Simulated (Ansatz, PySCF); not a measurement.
B(F)2(NHMe) (CH4BF2N), SMILES FB(F)NC.

Coordinates come from a B3LYP-D3(BJ)/def2-SVP optimisation. One conformer was computed; it need not be the lowest.

Vertical ionisation energy (IE) and electron affinity (EA) in eV. Rows of orbital energies are one-electron estimates. Where ΔSCF, EOM or ADC give a negative EA the extra electron is unbound and the value depends on the basis.

```
level                                                                   IE     EA
-------------------------------------------------------------------  -----  -----
−ε(HOMO), −ε(LUMO), HF/def2-TZVP (PySCF)                               ___    ___
ΔSCF, PBE0/def2-SVPD (Ansatz), final states of multiplicity 2 and 2  10.31  -1.40
```

Task: Some entries are withheld; supply them. (Estimate from the structure and the level; the computed values follow.)

Result: 
- −ε(HOMO), −ε(LUMO), HF/def2-TZVP (PySCF), IE: 11.30
- −ε(HOMO), −ε(LUMO), HF/def2-TZVP (PySCF), EA: -3.16

Task: What vertical singlet–triplet gap does ΔSCF give with PBE0/def2-SVPD (Ansatz, a first-principles code)? (An estimate is asked for; the answer gives what the named calculation found.)

Result: 6.66 eV (triplet above singlet where positive).
